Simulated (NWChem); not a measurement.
Program: NWChem. System: C$_{5}$H$_{5}$F, charge 0, spin multiplicity 1, at a geometry optimised with PBE/def2-SVP. The structure started from a generated list of species. Level: B3LYP/def2-SVP, VWN1-RPA local correlation.

Job file:

```
start mol
memory heap 200 mb stack 800 mb global 1000 mb
geometry units angstroms nocenter noautoz noautosym
  C      2.436254     0.007932     1.016094
  C      1.485802    -0.346836     0.335548
  C      0.346519    -0.774095    -0.478996
  C     -0.902686     0.046286    -0.263295
  C     -2.102849    -0.397199     0.136690
  F     -0.710197     1.352119    -0.540411
  H      3.275533     0.324669     1.619095
  H      0.626875    -0.707076    -1.555894
  H      0.111957    -1.840823    -0.281747
  H     -2.948808     0.297181     0.236844
  H     -2.252022    -1.459544     0.369146
end
basis spherical
  * library def2-svp
end
dft
  xc b3lyp
  semidirect memsize 60000000 filesize 0
  iterations 100
end
task dft energy
```

NWChem printed:

```
             Northwest Computational Chemistry Package (NWChem) 7.3.0
             --------------------------------------------------------

                                NWChem Input Module
                                -------------------

 Scaling coordinates for geometry "geometry" by  1.889725989
 (inverse scale =  0.529177249)

                             Geometry "geometry" -> ""
                             -------------------------

 Output coordinates in angstroms (scale by  1.889725989 to convert to a.u.)

  No.       Tag          Charge          X              Y              Z
 ---- ---------------- ---------- -------------- -------------- --------------
    1 C                    6.0000     2.43625400     0.00793200     1.01609400
    2 C                    6.0000     1.48580200    -0.34683600     0.33554800
    3 C                    6.0000     0.34651900    -0.77409500    -0.47899600
    4 C                    6.0000    -0.90268600     0.04628600    -0.26329500
    5 C                    6.0000    -2.10284900    -0.39719900     0.13669000
    6 F                    9.0000    -0.71019700     1.35211900    -0.54041100
    7 H                    1.0000     3.27553300     0.32466900     1.61909500
    8 H                    1.0000     0.62687500    -0.70707600    -1.55589400
    9 H                    1.0000     0.11195700    -1.84082300    -0.28174700
   10 H                    1.0000    -2.94880800     0.29718100     0.23684400
   11 H                    1.0000    -2.25202200    -1.45954400     0.36914600

 Effective nuclear repulsion energy (a.u.)     200.1472499161

            Nuclear Dipole moment (a.u.)
            ----------------------------
        X                 Y               Z
 ---------------- ---------------- ----------------
     0.0000037795     0.0000113384    -0.0000170075


 Summary of "ao basis" -> "" (spherical)
 ------------------------------------------------------------------------------
       Tag                 Description            Shells   Functions and Types
 ---------------- ------------------------------  ------  ---------------------
 *                          def2-svp                  on all atoms

                                 NWChem DFT Module
                                 -----------------

 Summary of "ao basis" -> "ao basis" (spherical)
 ------------------------------------------------------------------------------
       Tag                 Description            Shells   Functions and Types
 ---------------- ------------------------------  ------  ---------------------
 C                          def2-svp                 6       14   3s2p1d
 F                          def2-svp                 6       14   3s2p1d
 H                          def2-svp                 3        5   2s1p

 Summary of "ao basis" -> "ao basis" (spherical)
 ------------------------------------------------------------------------------
       Tag                 Description            Shells   Functions and Types
 ---------------- ------------------------------  ------  ---------------------
 C                          def2-svp                 6       14   3s2p1d
 F                          def2-svp                 6       14   3s2p1d
 H                          def2-svp                 3        5   2s1p

            General Information
            -------------------
          SCF calculation type: DFT
          Wavefunction type:  closed shell.
          No. of atoms     :    11
          No. of electrons :    44
           Alpha electrons :    22
            Beta electrons :    22
          Charge           :     0
          Spin multiplicity:     1
          Use of symmetry is: off; symmetry adaption is: off
          Maximum number of iterations: 100
          AO basis - number of functions:   109
                     number of shells:    51
          Convergence on energy requested:  1.00D-06
          Convergence on density requested:  1.00D-05
          Convergence on gradient requested:  5.00D-04

              XC Information
              --------------
                         B3LYP Method XC Potential
                     Hartree-Fock (Exact) Exchange  0.200
                        Slater Exchange Functional  0.800 local
                    Becke 1988 Exchange Functional  0.720 non-local
              Lee-Yang-Parr Correlation Functional  0.810
                  VWN I RPA Correlation Functional  0.190 local

             Grid Information
             ----------------
          Grid used for XC integration:  medium
          Radial quadrature: Mura-Knowles
          Angular quadrature: Lebedev.
          Tag              B.-S. Rad. Rad. Pts. Rad. Cut. Ang. Pts.
          ---              ---------- --------- --------- ---------
          C                   0.70       49          13.0       434
          F                   0.50       49          12.0       434
          H                   0.35       45          14.0       434
          Grid pruning is: on
          Number of quadrature shells:   519
          Spatial weights used:  Erf1

          Convergence Information
          -----------------------
          Convergence aids based upon iterative change in
          total energy or number of iterations.
          Levelshifting, if invoked, occurs when the
          HOMO/LUMO gap drops below (HL_TOL):  1.00D-02
          DIIS, if invoked, will attempt to extrapolate
          using up to (NFOCK): 10 stored Fock matrices.

                    Damping( 0%)  Levelshifting(0.5)       DIIS
                  --------------- ------------------- ---------------
          dE  on:    start            ASAP                start
          dE off:    2 iters        100 iters           100 iters

      Screening Tolerance Information
      -------------------------------
          Density screening/tol_rho:  1.00D-10
          AO Gaussian exp screening on grid/accAOfunc:  14
          CD Gaussian exp screening on grid/accCDfunc:  20
          XC Gaussian exp screening on grid/accXCfunc:  20
          Schwarz screening/accCoul:  1.00D-08

      Superposition of Atomic Density Guess
      -------------------------------------

 Sum of atomic energies:        -289.91295906

      Non-variational initial energy
      ------------------------------

 Total energy =    -293.018316
 1-e energy   =    -790.443696
 2-e energy   =     297.278130
 HOMO         =      -0.327395
 LUMO         =      -0.289001

------------------------------------------------------------
EAF file 0: "./mol.aoints.0" size=524288 bytes
------------------------------------------------------------
               write      read    awrite     aread      wait
               -----      ----    ------     -----      ----
     calls:        1         0         0         0         0
   data(b): 5.24e+05  0.00e+00  0.00e+00  0.00e+00
   time(s): 0.00e+00  0.00e+00  0.00e+00  0.00e+00  0.00e+00
rate(mb/s): 0.00e+00  0.00e+00
------------------------------------------------------------

   convergence    iter        energy       DeltaE   RMS-Dens  Diis-err    time
 ---------------- ----- ----------------- --------- --------- ---------  ------
 d= 0,ls=0.0,diis     1   -290.8523452103 -4.91D+02  7.34D+00  3.70D+00     3.0
 d= 0,ls=0.0,diis     2   -288.0224023114  2.83D+00  3.76D-02  2.70D+01     3.8
 d= 0,ls=0.0,diis     3   -292.9549334948 -4.93D+00  9.73D-03  7.93D-01     4.6
 d= 0,ls=0.0,diis     4   -293.0098185095 -5.49D-02  5.28D-03  4.65D-01     5.5
 d= 0,ls=0.0,diis     5   -293.0581029116 -4.83D-02  2.13D-03  5.17D-02     6.3
  Resetting Diis
 d= 0,ls=0.0,diis     6   -293.0643680489 -6.27D-03  7.64D-04  7.97D-03     7.2
 d= 0,ls=0.0,diis     7   -293.0648938595 -5.26D-04  1.21D-03  4.60D-03     8.0
 d= 0,ls=0.0,diis     8   -293.0622176957  2.68D-03  8.51D-04  2.57D-02     9.0
 d= 0,ls=0.0,diis     9   -293.0654270002 -3.21D-03  9.42D-05  1.69D-04     9.9
 d= 0,ls=0.0,diis    10   -293.0654451614 -1.82D-05  1.72D-05  5.20D-06    10.8
 d= 0,ls=0.0,diis    11   -293.0654457487 -5.87D-07  4.67D-06  2.58D-07    11.7

         Total DFT energy =     -293.065445748729
      One electron energy =     -794.815933443623
           Coulomb energy =      340.885921072132
    Exchange-Corr. energy =      -39.282683293304
 Nuclear repulsion energy =      200.147249916066

 Numeric. integr. density =       43.999996118225

     Total iterative time =     11.3s

                       DFT Final Molecular Orbital Analysis
                       ------------------------------------

 Vector   20  Occ=2.000000D+00  E=-2.800617D-01
              MO Center=  1.7D+00, -1.9D-01,  5.6D-01, r^2= 2.3D+00
   Bfn.  Coefficient  Atom+Function         Bfn.  Coefficient  Atom+Function
  ----- ------------  ---------------      ----- ------------  ---------------
     5      0.360312   1 C  py               19      0.356661   2 C  py
     8      0.217183   1 C  py               22      0.205368   2 C  py
     4     -0.187377   1 C  px               18     -0.162134   2 C  px
     7     -0.114763   1 C  px               95      0.107346   9 H  s
    21     -0.098042   2 C  px               33     -0.093100   3 C  py

 Vector   21  Occ=2.000000D+00  E=-2.769444D-01
              MO Center=  1.8D+00, -2.0D-01,  5.8D-01, r^2= 2.0D+00
   Bfn.  Coefficient  Atom+Function         Bfn.  Coefficient  Atom+Function
  ----- ------------  ---------------      ----- ------------  ---------------
     6      0.348984   1 C  pz               20      0.322885   2 C  pz
     9      0.206774   1 C  pz                4     -0.189881   1 C  px
    18     -0.187437   2 C  px               23      0.167100   2 C  pz
     5     -0.151056   1 C  py               19     -0.145647   2 C  py
    21     -0.138951   2 C  px               90      0.133241   8 H  s

 Vector   22  Occ=2.000000D+00  E=-2.653441D-01
              MO Center= -1.3D+00, -9.3D-02, -5.9D-02, r^2= 2.5D+00
   Bfn.  Coefficient  Atom+Function         Bfn.  Coefficient  Atom+Function
  ----- ------------  ---------------      ----- ------------  ---------------
    62      0.396449   5 C  pz               48      0.340026   4 C  pz
    65      0.298856   5 C  pz               76      0.238465   6 F  pz
    79     -0.185002   6 F  pz               31      0.178727   3 C  s
    51      0.176091   4 C  pz               21      0.155758   2 C  px
    23      0.110784   2 C  pz                5     -0.108656   1 C  py

 Vector   23  Occ=0.000000D+00  E=-1.925602D-04
              MO Center= -8.1D-01, -2.2D-01, -7.4D-02, r^2= 4.0D+00
   Bfn.  Coefficient  Atom+Function         Bfn.  Coefficient  Atom+Function
  ----- ------------  ---------------      ----- ------------  ---------------
    65      0.528891   5 C  pz               51     -0.468471   4 C  pz
    91     -0.444565   8 H  s                48     -0.432102   4 C  pz
    62      0.352944   5 C  pz               31      0.269915   3 C  s
    17      0.206841   2 C  s                 8      0.191223   1 C  py
    22     -0.153808   2 C  py               76     -0.153278   6 F  pz

 Vector   24  Occ=0.000000D+00  E= 3.103763D-02
              MO Center=  1.1D+00, -6.2D-01,  3.5D-01, r^2= 4.6D+00
   Bfn.  Coefficient  Atom+Function         Bfn.  Coefficient  Atom+Function
  ----- ------------  ---------------      ----- ------------  ---------------
    96      0.813159   9 H  s                 8     -0.544367   1 C  py
    31     -0.437158   3 C  s               106      0.402116  11 H  s
    22      0.394215   2 C  py               19      0.331426   2 C  py
    23     -0.321576   2 C  pz               36      0.322173   3 C  py
     5     -0.318233   1 C  py               45     -0.294879   4 C  s

 Vector   25  Occ=0.000000D+00  E= 3.859945D-02
              MO Center=  1.2D+00, -2.5D-01,  2.9D-01, r^2= 4.5D+00
   Bfn.  Coefficient  Atom+Function         Bfn.  Coefficient  Atom+Function
  ----- ------------  ---------------      ----- ------------  ---------------
    31      0.878128   3 C  s                21      0.636365   2 C  px
    91     -0.631219   8 H  s                 9      0.559153   1 C  pz
    20     -0.287397   2 C  pz               35      0.282529   3 C  px
     6      0.275689   1 C  pz               51      0.269584   4 C  pz
    18      0.261075   2 C  px               23     -0.239090   2 C  pz

 center of mass
 --------------
 x =   0.01052657 y =   0.10589137 z =  -0.02077718

 moments of inertia (a.u.)
 ------------------
         284.714552626544          53.824269481203        -154.214306921554
          53.824269481203         803.910766827956          34.958336053172
        -154.214306921554          34.958336053172         885.477229769436

     Multipole analysis of the density
     ---------------------------------

     L   x y z        total         alpha         beta         nuclear
     -   - - -        -----         -----         ----         -------
     0   0 0 0     -0.000000    -22.000000    -22.000000     44.000000

     1   1 0 0     -0.056154     -0.028079     -0.028079      0.000004
     1   0 1 0     -0.565173     -0.282592     -0.282592      0.000011
     1   0 0 1     -0.037762     -0.018872     -0.018872     -0.000017

     2   2 0 0    -23.257698   -208.823213   -208.823213    394.388727
     2   1 1 0      1.372818     10.761053     10.761053    -20.149288
     2   1 0 1      0.843201    -40.236039    -40.236039     81.315280
     2   0 2 0    -26.073320    -62.930780    -62.930780     99.788239
     2   0 1 1      1.066368      7.183077      7.183077    -13.299786
     2   0 0 2    -25.527656    -42.613153    -42.613153     59.698649

 Task  times  cpu:       11.7s     wall:       11.7s

 Total times  cpu:       11.7s     wall:       11.7s
```
